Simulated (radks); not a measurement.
Dy9+, 57 electrons, occupied as [Kr] 4d10 4f8 5s2 5p1. Method: scalar-relativistic Kohn-Sham, PBE, spin-polarised, spherical densities, finite nucleus; open shells are filled with parallel spins first (spin-orbit coupling, left out, can overturn this in heavy ions); Fermi nuclear charge, rms radius 5.2218 fm; computed with a radial shooting solver on a logarithmic mesh with Libxc functionals. Some entries of the table are withheld. Estimate them.

orbital,occ.,eigenvalue (hartree),<r^2> (bohr^2)
1s up,1,-1977.190,0.0006095
1s down,1,-1977.186,0.0006095
2s up,1,-333.8476,0.009520
2s down,1,-333.8437,0.009520
2p up,3,-296.8759,0.007706
2p down,3,-296.8714,0.007706
3s up,1,-78.61674,0.06289
3s down,1,-78.51056,0.06278
3p up,3,-67.26224,0.06317
3p down,3,-67.15603,0.06303
3d up,5,-52.64358,0.05287
3d down,5,-52.56189,0.05272
4s up,1,-19.97519,0.3149
4s down,1,-19.74510,0.3150
4p up,3,-16.22177,0.3548
4p down,3,-15.99444,0.3550
4d up,5,-11.10052,0.4187
4d down,5,-10.87412,0.4193
5s up,1,-6.64282,1.513
5s down,1,-6.46173,1.539
5p up,1,-5.55172,1.835
4f up,7,-5.44789,0.6102
5p down,0,-5.38982,1.880
4f down,1,-5.22071,0.6226
5d up,0,-4.07952,(1)
5d down,0,-3.95258,(2)
6s up,0,-3.28642,5.220
6s down,0,-3.21457,5.329

Answer. 
(1) 5d up <r^2> (bohr^2): 2.574
(2) 5d down <r^2> (bohr^2): 2.665
